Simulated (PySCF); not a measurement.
# Eu⁺ (europium, charge +1) across methods

[Xe] 4f6 6s1 6p1, one real determinant (an excited configuration). All numbers are calculated (PySCF 2.14, the spin-free X2C one-electron Hamiltonian (Gaussian nucleus), in x2c-TZVPPall (11s7p7d4f2g, 113 functions)).

| method | E (hartree) | mean ε 4f α (eV) | mean ε 6s α (eV) | mean ε 6p α (eV) | Σ⟨r²⟩ (bohr²) | ⟨S²⟩ |
| --- | --- | --- | --- | --- | --- | --- |
| UHF | -10839.24870 | -30.980 | -13.606 | -9.661 | 72.31 | 20.005 |
| LDA | -10834.91 | -19.893 | -11.182 | -7.342 | 71.04 | 20.002 |
| PBE | -10842.84 | -19.857 | -11.148 | -7.529 | 71.49 | 20.002 |
| PBE0 | -10842.80 | -22.490 | -11.800 | -7.971 | 71.11 | 20.002 |

⟨L²⟩ = 14.49 against 20 for a pure G term, so this real determinant mixes terms. Spin-orbit coupling, absent here, splits the open shell strongly.
